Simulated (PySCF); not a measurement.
ClFH4SSi2, SMILES [SiH2](S[SiH2]F)Cl.

Geometry: PBE-D3(BJ)/def2-SVP. The structure was generated by enumeration, and PubChem lists no compound with its InChIKey, so it may never have been made. Other conformers were not sampled.

Method: PBE0/def2-TZVP in PySCF.

Gas-phase values at a fixed geometry.

Computed frontier levels, gap, dipole moment and polarisability:
| Quantity | Result |
|---|---|
| highest occupied level | -8.24 eV |
| lowest empty level | -0.64 eV |
| orbital gap | 7.60 eV |
| dipole moment | 0.25 D |
| quadrupole, principal values (traceless, Buckingham form, about the centre of nuclear charge) | -8.81, -0.08, 8.88 D·Å |
| mean static polarisability | 80.7 bohr³ (11.96 Å³) |
| polarisability, principal values | 67.9, 78.0, 96.2 bohr³ |
